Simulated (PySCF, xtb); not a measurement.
BI3, SMILES I[B-](I)I, charge -1, multiplicity 2.

Harmonic wavenumbers (cm⁻¹) from xtb with GFN2-xTB at its own minimum, in rising order: 92, 92, 143, 346, 494, 494.

Task: What does r2SCAN-D4/def2-SVPD run with PySCF give at its own minimum? (Estimate from the structure and the level; the computed values follow.)

Result: 88, 88, 136, 323, 519, 519. Paired by order, the mean absolute difference is 15 cm⁻¹ and the zero-point energies are 2.4 and 2.4 kcal/mol.
